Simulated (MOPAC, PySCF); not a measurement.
SSi, SMILES `[Si-]#[S+]`, neutral singlet in the gas phase. 

Cartesian coordinates (Å):
```xyz
2

Si     0.9650     0.0000     0.0000
S     -0.9650     0.0000     0.0000
```
Charge 0, multiplicity 1.

All levels are single points at this geometry (PBE0-D4/def2-TZVP); Pople sets use spherical d functions. Orbital energies aren't observables, and empty levels follow the basis.

```
level                            HOMO (eV)  LUMO (eV)  gap (eV)  dipole (D)  vertical IE, Delta-SCF (eV)
-------------------------------  ---------  ---------  --------  ----------  ---------------------------
B3LYP-D3(BJ)/def2-TZVP in PySCF      -7.80      -2.47      5.34        1.76                        10.42
PBE-D3(BJ)/def2-TZVP in PySCF        -6.90      -3.09      3.81        1.50                        10.27
PBE0-D4/def2-TZVP in PySCF           -8.03      -2.32      5.71        1.73                        10.40
B3LYP/6-311+G** in PySCF             -7.91      -2.59      5.32        1.89                            –
B3LYP/6-31G* in PySCF                -7.82      -2.48      5.35        1.75                        10.48
B3LYP/LANL2DZ in PySCF               -7.90      -2.73      5.17        1.86                            –
BP86/6-31G* in PySCF                 -7.04      -3.20      3.84        1.51                            –
M06-2X/6-31G* in PySCF               -9.05      -1.52      7.53        2.00                            –
PBE/6-31G* in PySCF                  -6.93      -3.11      3.82        1.49                        10.34
SVWN5/6-31G* in PySCF                -7.00      -3.21      3.79        1.49                        10.51
HF/STO-3G in PySCF                   -6.15       6.55     12.70        2.03                            –
AM1 in MOPAC                         -8.91      -1.57      7.34        1.88                            –
PM3 in MOPAC                         -9.14      -1.71      7.44        1.78                            –
```
